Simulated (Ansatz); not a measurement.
Consider the formal exchange of groups at the Si–O bond: `F[SiH2]O[SiH2]Cl` + `O[SiH](O)F` → `O[Si](O)(F)[SiH2]Cl` + `O[SiH2]F`.

Calculated with Ansatz (gas phase, PBE0-D4/def2-TZVP geometries, no zero-point term in ΔE). CBS: MP2 limit from def2 TZ/QZ plus the TZ coupled-cluster correction, frozen cores. This one scheme is used for every species. DFT in def2-TZVPP. One conformer a species, not always the lowest.

```json
{"level": "CAM-B3LYP-D4", "ΔE (kJ/mol)": "136.1"}
{"level": "r2SCAN0", "ΔE (kJ/mol)": "131.6"}
```

(1) What does CCSD(T)/CBS give? (An estimate is asked.)

Largest T1 diagnostic among the species: 0.012.

## Answers

(1) Ansatz gave: +133.9 kJ/mol. The listed levels differ from it by 2.2, -2.3 kJ/mol.

In def2-TZVPP, CCSD(T) changes the Hartree–Fock value by −24.8 kJ/mol (the triples alone add −3.7 kJ/mol) and MP2 by −17.7 kJ/mol. From r2SCAN to r2SCAN0 (25 % exact exchange), in def2-TZVPP and without D4, ΔE moves by +4.9 kJ/mol.

CCSD(T)/CBS has its own doubt, a few kJ/mol and more with outer-core shells, so smaller differences from it don't rank the levels.
